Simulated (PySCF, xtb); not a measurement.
C3H10ClNSi, SMILES CN[C@@H](C)[SiH2]Cl.

GFN2-xTB (xtb) at its own geometry gives an orbital gap of 4.33 eV and a dipole moment of 2.42 D.

Geometry: B3LYP-D3(BJ)/def2-SVP. The structure was generated by enumeration; whether it is a known compound was not checked. Other conformers were not sampled.

### Question
What does PBE/def2-TZVP in PySCF give? (An estimate is asked for; the answer gives what the named calculation found.)

### Answer
gap 4.87 eV (levels -5.26 and -0.39 eV), dipole 2.80 D.
